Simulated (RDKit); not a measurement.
Input for RDKit: MMFF94 on CHF3 (SMILES FC(F)F).

```python
from rdkit import Chem
from rdkit.Chem import AllChem, rdDetermineBonds

blocks = [
'''5

F    -0.17618582    1.11912090    2.43881783
C     0.20808908   -0.05605473    3.00360162
F    -0.83178895   -0.53918166    3.68689999
F     1.20187801    0.20666955    3.85501103
H     0.52625153   -0.74925678    2.22632362
''',
]
mol = None
for b in blocks:
    f = Chem.MolFromXYZBlock(b)
    rdDetermineBonds.DetermineBonds(f, charge=0)
    mol = f if mol is None else Chem.CombineMols(mol, f)
Chem.SanitizeMol(mol)
print(Chem.MolToSmiles(Chem.RemoveHs(mol)))
ff = AllChem.MMFFGetMoleculeForceField(mol, AllChem.MMFFGetMoleculeProperties(mol), nonBondedThresh=100.0, ignoreInterfragInteractions=False)
e = ff.CalcEnergy()
print(f'MMFF94 energy {e:.6f} kcal/mol')
```

Output:

```
FC(F)F
MMFF94 energy 1.027599 kcal/mol
```

The run finished.

Cost: around 0.04 core-seconds (rough).
